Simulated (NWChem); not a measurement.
System: CH$_{5}$InO$_{2}$; SMILES C[O][InH][OH]

Input file for NWChem:

```
start job
memory heap 200 mb stack 900 mb global 1100 mb
geometry units angstroms noautoz
  In    -0.365534     0.475299     0.000000
  H     -1.743786     1.475581     0.000000
  O      1.573848     0.959993     0.000000
  H      1.727705     1.910934     0.000000
  O     -0.500243    -1.508417     0.000000
  C      0.606929    -2.360520     0.000000
  H      0.589544    -3.019506     0.889421
  H      0.589544    -3.019506    -0.889421
  H      1.580424    -1.834646     0.000000
end
basis spherical
  * library def2-svp
end
ecp
  In library def2-ecp
end
dft
  xc xpbe96 cpbe96
  iterations 150
  vectors input atomic output neutral.movecs
end
task dft energy
charge 1
dft
  odft
  mult 2
  vectors input atomic output cation.movecs
end
task dft energy
```

The geometry was optimised at PBE0/def2-SVP. Not confirmed as a minimum by frequencies. def2 effective core potentials on In; no spin-orbit coupling.

Ions are spin-unrestricted doublets at the neutral geometry; other ion states weren't tried.

### Question
Predict the main results of this run. (PBE/def2-SVP with def2 effective core potentials on In, vertical spin-unrestricted ions.) Quantities: vertical ionisation energy, ΔSCF (eV); −ε(HOMO) (eV).

### Answer
- vertical ionisation energy, ΔSCF (eV) = 8.95
- −ε(HOMO) (eV) = 5.63
